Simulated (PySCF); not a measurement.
Zn(SiH3)(OSiH3) (H6OSi2Zn), SMILES [O]([SiH3])[Zn][SiH3]. Atoms are numbered in the order given.

```xyz
10

Zn    -0.1858     0.1340     0.3686
Si    -1.7197     1.3341     1.6650
H     -2.2709     0.4856     2.7675
H     -2.8689     1.8082     0.8318
H     -1.0765     2.5345     2.2853
O      1.0082    -0.8055    -0.5519
Si     1.5998    -1.2155    -2.0211
H      0.5634    -1.8841    -2.8782
H      2.7492    -2.1631    -1.8791
H      2.0896    -0.0184    -2.7846
```
Charge 0, spin multiplicity 1.

Coordinates come from a PBE0-D3(BJ)/def2-SVP optimisation. The structure was generated by enumeration; whether it is a known compound was not checked. Other conformers were not sampled.

Two levels are set side by side: PBE/pcSseg-1 (PySCF) and PBE0/pcSseg-1 (PySCF). GIAO shifts against H2O (¹⁷O), TMS (²⁹Si), TMS (¹H) at the same level; non-relativistic, no solvent, atoms listed together averaged. Differences are taken from unrounded values.

| quantity | PBE0 |
|---|---|
| δ(²⁹Si) of Si2 (ppm) | -133.7 |
| δ(¹H) of H3, H4, H5 (ppm) | 3.52 |
| δ(¹⁷O) of O6 (ppm) | 31.4 |
| δ(²⁹Si) of Si7 (ppm) | -42.2 |

What does PBE give, and how far is it from PBE0? (The exact figures need the calculation; the answer reports its results.)


```json
[
 {"quantity": "δ(²⁹Si) of Si2 (ppm)", "PBE": "-136.0", "PBE minus PBE0": "-2.3"},
 {"quantity": "δ(¹H) of H3, H4, H5 (ppm)", "PBE": "3.61", "PBE minus PBE0": "0.09"},
 {"quantity": "δ(¹⁷O) of O6 (ppm)", "PBE": "57.0", "PBE minus PBE0": "25.6"},
 {"quantity": "δ(²⁹Si) of Si7 (ppm)", "PBE": "-43.5", "PBE minus PBE0": "-1.3"}
]
```

Rough cost on one machine, each run with all the roots and properties that it gave: PBE0 against PBE within a factor of 2.
